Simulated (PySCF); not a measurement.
Level of theory: PySCF with r2SCAN-D4/def2-TZVP // r2SCAN-D4/def2-SVP. All species are isolated molecules in the gas phase. One relaxed conformer stands for a flexible species; it need not be the lowest. Excitations are Tamm–Dancoff values on a coarser integration grid. The basis has no diffuse functions, so Rydberg states are missing or too high.

Reference species (SMILES): `[NH2][Ge]([NH2])([NH2])[NH2]` (neutral, multiplicity 1).

The brightest of the four lowest singlets (TDA) comes out as 6.63 eV and the T1 excitation (TDA) is 5.98 eV.

Changed species: `[O]([Ge]([NH2])([NH2])[NH2])C` (1 of 4 NH2 replaced by OCH3; the reference has 0 of 4 NH2 replaced by OCH3).

Task: Predict the effect on the brightest of the four lowest singlets (TDA) and T1 excitation (TDA).

Result: the brightest of the four lowest singlets (TDA) rises by 0.35 eV, to 6.98 eV; the T1 excitation (TDA) falls by 0.03 eV, to 5.95 eV.
